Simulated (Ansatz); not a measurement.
Basis sets compared for [CuMe2]- (C2H6Cu⁻). Total charge -1; singlet. Geometry PBE0-D4/def2-TZVPD. Ansatz on 4 threads of Arm Neoverse V2 on a shared host; times are rough, and most runs start from earlier orbitals.

```xyz
9

Cu    0.000    0.000    0.000
C    -1.341   -0.215   -1.417
H    -2.047   -1.036   -1.207
H    -0.886   -0.439   -2.396
H    -1.952    0.692   -1.558
C     1.341    0.215    1.417
H     0.894    0.523    2.376
H     2.097    0.978    1.168
H     1.895   -0.717    1.617
```

The 6-31G sets use Cartesian d functions. B3LYP takes the VWN-RPA correlation. At PBE-D4/def2-SVPD, PBE-D4/def2-TZVPD, B3LYP-D4/6-31G the highest occupied level of the charge -1 singlet lies above zero (up to 0.83 eV). By energy differences its removal costs 2.45 eV (vertical, to the charge 0 doublet, at PBE0-D4/def2-TZVPD), and other spins of that charge weren't run.

```json
{"level": "HF/6-31G", "functions": "59", "energy (Eh)": "-1717.7805", "HOMO (eV)": "-2.15", "LUMO (eV)": "7.43", "wall time": "0.25 s"}
{"level": "PBE-D4/def2-SVPD", "functions": "122", "energy (Eh)": "-1719.7227", "HOMO (eV)": "0.65", "LUMO (eV)": "3.88", "wall time": "1 s"}
{"level": "B3LYP-D4/6-31G", "functions": "59", "energy (Eh)": "-1720.0813", "HOMO (eV)": "0.83", "LUMO (eV)": "5.25", "wall time": "0.65 s"}
{"level": "PBE0-D4/def2-SVPD", "functions": "122", "energy (Eh)": "-1719.7335", "HOMO (eV)": "-0.46", "LUMO (eV)": "4.45", "wall time": "1.3 s"}
```

Estimate the rows for HF/def2-TZVPD, PBE-D4/def2-TZVPD, B3LYP-D4/def2-TZVPD (with forces), PBE0-D4/def2-TZVPD.


```
                            level  functions  energy (Eh)  HOMO (eV)  LUMO (eV)  wall time
                    HF/def2-TZVPD        176   -1718.1482      -3.40       5.70     0.95 s
                PBE-D4/def2-TZVPD        176   -1720.0513       0.55       3.62      1.5 s
B3LYP-D4/def2-TZVPD (with forces)        176   -1720.4714      -0.42       3.95      3.4 s
               PBE0-D4/def2-TZVPD        176   -1720.0521      -0.54       4.19      1.9 s
```
